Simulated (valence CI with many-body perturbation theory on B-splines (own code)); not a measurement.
Values are calculated unless marked as measured or tabulated.
# Energy levels of Hf21+

Level of theory: configuration interaction combined with many-body perturbation theory (CI+MBPT): five valence electrons over a frozen Dirac-Fock core [Kr] 4d10, a basis of 7 s, 7 p, 7 d, 7 f, 4 g, 2 h functions for each j, with the one-electron correlation potential Σ1, the two-electron term Σ2, the three-electron term Σ3, Breit, model QED; selected CI, second order for the rest, scaled by the run's own slope (own B-spline code, finite nucleus).

No measured spectrum was set against this ion. As an estimate, terms of the open shell hold to a few per cent of their energy, and close levels can change places. Among the levels kept, up to 990 cm⁻¹ of a level comes from second order outside the variational space, and about a tenth of that is noise between levels of different J, which matters for small intervals. Only levels of the ground parity were solved; by the run's estimate the other parity begins above the list, which can be wrong where configurations are misplaced.

Levels 136 to 180 of 194, with energies above the lowest level, 4f⁵ ⁶H°_5/2. "Leading %" is the weight of the configuration and term that name the level; weights of strongly mixed levels are sums over their largest components and can fall short. In the jj column 3d3/2^4 stands for four electrons in 3d with j = 3/2.

```csv
No.,Configuration,Term,J,E (cm⁻¹),Leading %,Second component,Leading jj
136,4f⁵,⁴F°,9/2,151570,66,22 % 4f⁵ ²G°,4f5/2^2 4f7/2^3 (57 %)
137,4f⁵,⁴F°,3/2,152460,51,29 % 4f⁵ ²D°,4f5/2^2 4f7/2^3 (70 %)
138,4f⁵,²M°,19/2,153260,99,,4f5/2^2 4f7/2^3 (90 %)
139,4f⁵,²H°,11/2,154790,43,38 % 4f⁵ ²I°,4f5/2 4f7/2^4 (41 %)
140,4f⁵,²I°,13/2,155210,80,8 % 4f⁵ ²K°,4f5/2^2 4f7/2^3 (66 %)
141,4f⁵,⁴F°,7/2,157210,38,27 % 4f⁵ ⁴D°,4f5/2^2 4f7/2^3 (35 %)
142,4f⁵,⁴I°,9/2,157410,30,28 % 4f⁵ ²G°,4f5/2^3 4f7/2^2 (50 %)
143,4f⁵,²I°,11/2,157800,62,16 % 4f⁵ ⁴I°,4f5/2^2 4f7/2^3 (42 %)
144,4f⁵,⁴D°,5/2,158480,37,34 % 4f⁵ ⁴F°,4f5/2 4f7/2^4 (42 %)
145,4f⁵,⁴D°,3/2,160200,32,27 % 4f⁵ ⁴S°,4f5/2 4f7/2^4 (29 %)
146,4f⁵,⁴I°,9/2,160330,36,26 % 4f⁵ ²G°,4f5/2^3 4f7/2^2 (43 %)
147,4f⁵,⁴D°,5/2,161360,30,25 % 4f⁵ ²D°,4f5/2^3 4f7/2^2 (42 %)
148,4f⁵,⁴I°,13/2,161370,51,30 % 4f⁵ ²I°,4f5/2^3 4f7/2^2 (51 %)
149,4f⁵,⁴I°,15/2,163480,53,41 % 4f⁵ ²K°,4f5/2^3 4f7/2^2 (48 %)
150,4f⁵,⁴D°,3/2,164080,52,17 % 4f⁵ ⁴S°,4f5/2^2 4f7/2^3 (46 %)
151,4f⁵,⁴D°,1/2,164480,91,8 % 4f⁵ ²P°,4f5/2^2 4f7/2^3 (68 %)
152,4f⁵,²G°,7/2,165300,56,21 % 4f⁵ ²F°,4f5/2^3 4f7/2^2 (43 %)
153,4f⁵,⁴I°,11/2,168670,48,36 % 4f⁵ ²I°,4f5/2^2 4f7/2^3 (66 %)
154,4f⁵,²G°,7/2,169750,37,27 % 4f⁵ ²F°,4f5/2^2 4f7/2^3 (41 %)
155,4f⁵,²G°,9/2,170440,49,16 % 4f⁵ ⁴G°,4f5/2^3 4f7/2^2 (56 %)
156,4f⁵,²K°,13/2,170610,56,39 % 4f⁵ ²I°,4f5/2^2 4f7/2^3 (70 %)
157,4f⁵,²H°,11/2,175560,48,23 % 4f⁵ ⁴G°,4f5/2^3 4f7/2^2 (46 %)
158,4f⁵,²F°,5/2,176750,64,27 % 4f⁵ ⁴F°,4f5/2^2 4f7/2^3 (70 %)
159,4f⁵,²L°,15/2,176880,44,33 % 4f⁵ ⁴I°,4f5/2^2 4f7/2^3 (80 %)
160,4f⁵,⁴F°,9/2,177570,56,18 % 4f⁵ ²H°,4f5/2^2 4f7/2^3 (60 %)
161,4f⁵,⁴G°,7/2,179530,23,22 % 4f⁵ ⁴D°,4f5/2 4f7/2^4 (36 %)
162,4f⁵,²I°,13/2,181580,37,35 % 4f⁵ ⁴I°,4f5/2 4f7/2^4 (60 %)
163,4f⁵,²I°,11/2,183380,52,33 % 4f⁵ ²H°,4f5/2^2 4f7/2^3 (44 %)
164,4f⁵,⁴F°,5/2,183600,33,32 % 4f⁵ ⁴G°,4f5/2^2 4f7/2^3 (47 %)
165,4f⁵,²G°,7/2,184540,61,16 % 4f⁵ ⁴G°,4f5/2^2 4f7/2^3 (72 %)
166,4f⁵,²H°,9/2,186810,76,17 % 4f⁵ ²G°,4f5/2^2 4f7/2^3 (63 %)
167,4f⁵,⁴F°,3/2,187080,83,9 % 4f⁵ ²D°,4f5/2 4f7/2^4 (39 %)
168,4f⁵,²L°,17/2,187760,83,13 % 4f⁵ ²M°,4f5/2 4f7/2^4 (69 %)
169,4f⁵,²H°,9/2,188120,51,36 % 4f⁵ ²G°,4f5/2 4f7/2^4 (53 %)
170,4f⁵,²L°,15/2,191520,50,39 % 4f⁵ ²K°,4f5/2 4f7/2^4 (63 %)
171,4f⁵,²I°,13/2,191550,77,16 % 4f⁵ ²K°,4f5/2 4f7/2^4 (58 %)
172,4f⁵,²F°,7/2,192750,37,35 % 4f⁵ ²G°,4f5/2^2 4f7/2^3 (52 %)
173,4f⁵,⁴G°,9/2,195270,41,36 % 4f⁵ ²G°,4f5/2 4f7/2^4 (59 %)
174,4f⁵,²F°,5/2,195270,69,13 % 4f⁵ ⁴F°,4f5/2^2 4f7/2^3 (45 %)
175,4f⁵,²H°,11/2,195720,45,27 % 4f⁵ ⁴G°,4f5/2^2 4f7/2^3 (44 %)
176,4f⁵,²H°,11/2,200490,40,32 % 4f⁵ ⁴G°,4f5/2 4f7/2^4 (54 %)
177,4f⁵,⁴G°,5/2,200830,55,30 % 4f⁵ ²F°,4f5/2 4f7/2^4 (49 %)
178,4f⁵,²P°,3/2,202140,80,10 % 4f⁵ ²D°,4f5/2^3 4f7/2^2 (42 %)
179,4f⁵,⁴G°,7/2,203380,50,27 % 4f⁵ ²G°,4f5/2 4f7/2^4 (47 %)
180,4f⁵,²G°,9/2,206900,51,26 % 4f⁵ ⁴G°,4f5/2 4f7/2^4 (59 %)
```

Names give the largest LS component (configuration and term), which can be under half, so a name can repeat, a term be missing and a line seem to break the LS rules; names also repeat where a configuration has a term twice.

Where two levels of one J and parity lie close, their mixing, g and order are uncertain.
